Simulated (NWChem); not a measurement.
System: SOF, doublet; SMILES O=[S]F

Results from NWChem. Spin-unrestricted. In the optimisation the excess spin sits in a" (Cs, its own frame). Structure relaxed at the PBE-D3(BJ)/def2-SVP, spin-unrestricted level. No stability test was run on the SCF state.

Problem. Order these by “highest occupied level (eV)”, lowest first: CAM-B3LYP/aug-cc-pVTZ; CAM-B3LYP/cc-pVTZ; CAM-B3LYP/cc-pVDZ.

Solution. CAM-B3LYP/aug-cc-pVTZ (-9.15), CAM-B3LYP/cc-pVTZ (-8.97), CAM-B3LYP/cc-pVDZ (-8.67)
